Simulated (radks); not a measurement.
Problem. Radial electron density D(r) = 4 pi r^2 rho(r) of an atom or ion with 28 electrons. Method: non-relativistic Kohn-Sham, PBE, spin-polarised, spherical densities, point nucleus; computed with a radial shooting solver on a logarithmic mesh with Libxc functionals.

| r (bohr) | D(r) (e/bohr) |
|---|---|
| 0.003613 | 2.213 |
| 0.004107 | 2.778 |
| 0.00463 | 3.426 |
| 0.005221 | 4.209 |
| 0.005934 | 5.217 |
| 0.00669 | 6.347 |
| 0.007604 | 7.776 |
| 0.008573 | 9.346 |
| 0.009666 | 11.15 |
| 0.01099 | 13.35 |
| 0.01239 | 15.65 |
| 0.01397 | 18.17 |
| 0.01587 | 21.03 |
| 0.0179 | 23.80 |
| 0.02034 | 26.74 |
| 0.02293 | 29.33 |
| 0.02586 | 31.60 |
| 0.02939 | 33.50 |
| 0.03314 | 34.61 |
| 0.03766 | 34.99 |
| 0.04246 | 34.54 |
| 0.04788 | 33.40 |
| 0.05441 | 31.67 |
| 0.06135 | 29.93 |
| 0.06917 | 28.51 |
| 0.07862 | 27.82 |
| 0.08864 | 28.30 |
| 0.1007 | 30.13 |
| 0.1136 | 32.82 |
| 0.1281 | 35.89 |
| 0.1456 | 38.67 |
| 0.1641 | 39.91 |
| 0.1851 | 39.19 |
| 0.2103 | 36.10 |
| 0.2371 | 31.51 |
| 0.2695 | 25.94 |
| 0.3039 | 21.39 |
| 0.3426 | 18.51 |
| 0.3894 | 17.77 |
| 0.4391 | 18.87 |
| 0.499 | 20.87 |
| 0.5626 | 22.31 |
| 0.6344 | 22.46 |
| 0.721 | 20.90 |
| 0.8129 | 18.11 |
| 0.9166 | 14.65 |
| 1.042 | 10.93 |
| 1.175 | 7.883 |
| 1.335 | 5.335 |
| 1.505 | 3.599 |
| 1.697 | 2.384 |
| 1.929 | 1.507 |
| 2.175 | 0.9584 |
| 2.452 | 0.5893 |
| 2.787 | 0.3332 |
| 3.142 | 0.1833 |
| 3.571 | 0.08900 |
| 4.026 | 0.04105 |

What is the nuclear charge?

Solution. Z = 29. The innermost maximum, from 1s, lies near 1/Z = 0.0345 bohr (found: 0.0374), and its height grows with Z. The density is that of the copper ion Cu+ in [Ar] 3d10; the configuration itself is not fixed sharply by these data, and Z only to about a unit. D(r) has 3 maxima, at r = 0.0374, 0.167, 0.605 bohr, and minima at 0.0793, 0.380 bohr, inside which lie 2.10, 10.88 electrons.
